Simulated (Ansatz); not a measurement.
C6H12N (SMILES C[C]=NC(C)(C)C), doublet (typed; the unrestricted solution is spin-contaminated), at a GFN2-xTB geometry; CCSD(T)/STO-3G in Ansatz (an electronic-structure program).

The Ansatz input:
Ansatz 0.2 input:
```yaml
crystal:
  periodic: [false, false, false]
  atoms:
    - {symbol: C, position_ang: [2.96688652, 0.29994320, 0.03955754]}
    - {symbol: C, position_ang: [1.51244537, 0.52364495, 0.01683271]}
    - {symbol: N, position_ang: [0.61415080, -0.32588135, 0.00826668]}
    - {symbol: C, position_ang: [-0.81185820, -0.13379732, -0.01089414]}
    - {symbol: C, position_ang: [-1.37065646, -0.79983065, 1.25189169]}
    - {symbol: C, position_ang: [-1.34340475, -0.85076214, -1.25735447]}
    - {symbol: C, position_ang: [-1.20510502, 1.34873967, -0.04524630]}
    - {symbol: H, position_ang: [3.41245560, 0.78429189, -0.82873314]}
    - {symbol: H, position_ang: [3.23572273, -0.76135598, 0.03579279]}
    - {symbol: H, position_ang: [3.38090422, 0.76959045, 0.93129596]}
    - {symbol: H, position_ang: [-1.06752840, -1.84326204, 1.28846783]}
    - {symbol: H, position_ang: [-2.45627869, -0.74747907, 1.25573671]}
    - {symbol: H, position_ang: [-0.99070630, -0.29881680, 2.13941606]}
    - {symbol: H, position_ang: [-2.42857762, -0.79777004, -1.28761546]}
    - {symbol: H, position_ang: [-0.94300136, -0.38702771, -2.15606551]}
    - {symbol: H, position_ang: [-1.04130045, -1.89502996, -1.24418914]}
    - {symbol: H, position_ang: [-0.81115315, 1.85805131, 0.83108678]}
    - {symbol: H, position_ang: [-0.79226132, 1.82241315, -0.93281097]}
    - {symbol: H, position_ang: [-2.28717563, 1.44993795, -0.05897106]}
basis:
  gaussian:
    orbitals: STO-3G
magnetization: {spin_polarized: true, initial_magnetization: 1}
correlation: {method: ccsd_t, electrons: outside_noble_gas}
accuracy: high
```

The log (banner, timings and long lists left out):

```
Functional definition: HF
1089 factors; integrals over basis functions are off by at most 3.5e-9 eV
mean field evaluation 1: about -7755.5558 eV, gradient 1.5e1 eV
mean field evaluation 2: about -7756.0095 eV, gradient 1.5e1 eV
mean field evaluation 4: about -7757.7785 eV, gradient 2.7e0 eV
mean field evaluation 8: about -7757.9136 eV, gradient 5.9e-1 eV
mean field evaluation 16: about -7758.0201 eV, gradient 3.0e-4 eV
mean field evaluation 32: about -7757.5893 eV, gradient 9.2e-2 eV
mean field evaluation 64: about -7755.0052 eV, gradient 1.3e-2 eV
mean field -7758.02007527 eV, -285.1019791912 hartree, gradient 3.7e-8 eV, S^2 0.965977; 2 other end points of the search recorded, 0 dependent functions left out
determinant -7758.02007527 eV, -285.1019791912 hartree, with singles and doubles -7770.70444312 eV, -285.5681211121 hartree
determinant -7755.00519161 eV, -284.9911842602 hartree, with singles and doubles -7767.27701836 eV, -285.4421655754 hartree
7 core orbitals not correlated
reference -7758.02007527 eV, -285.1019791912 hartree; 21, 20 occupied and 19, 20 virtual orbitals, 1089 factors
second order -9.43717697 eV of doubles, -0.00000000 eV of singles
cycle   1  -12.68568021 eV  change   -1.3e-3 eV  update   2.2e-3
cycle   2  -12.68598170 eV  change   -3.0e-4 eV  update   1.5e-3
cycle   3  -12.68616353 eV  change   -1.8e-4 eV  update   7.2e-4
cycle   4  -12.68647791 eV  change   -3.1e-4 eV  update   3.9e-4
cycle   5  -12.68724172 eV  change   -7.6e-4 eV  update   1.2e-4
cycle   6  -12.68779506 eV  change   -5.5e-4 eV  update   6.4e-5
cycle   7  -12.68781531 eV  change   -2.0e-5 eV  update   2.7e-5
cycle   8  -12.68778248 eV  change    3.3e-5 eV  update   8.9e-6
cycle   9  -12.68777654 eV  change    5.9e-6 eV  update   2.2e-6
cycle  10  -12.68777973 eV  change   -3.2e-6 eV  update   8.4e-7
cycle  11  -12.68778127 eV  change   -1.5e-6 eV  update   3.6e-7
cycle  12  -12.68778150 eV  change   -2.4e-7 eV  update   1.8e-7
cycle  13  -12.68778102 eV  change    4.8e-7 eV  update   9.7e-8
cycle  14  -12.68778069 eV  change    3.3e-7 eV  update   6.0e-8
cycle  15  -12.68778028 eV  change    4.1e-7 eV  update   1.6e-7
cycle  16  -12.68778008 eV  change    2.0e-7 eV  update   6.4e-8
cycle  17  -12.68778000 eV  change    8.0e-8 eV  update   1.9e-8
cycle  18  -12.68777999 eV  change    8.4e-9 eV  update   7.8e-9
cycle  19  -12.68778000 eV  change   -3.3e-9 eV  update   4.1e-9
cycle  20  -12.68778000 eV  change   -8.0e-9 eV  update   2.6e-9
cycle  21  -12.68778001 eV  change   -3.2e-9 eV  update   1.7e-9
perturbative correction -0.12371697 eV, -0.0045465149 hartree
Total energy: -7770.83157225 eV, -285.5727930213 hartree
```
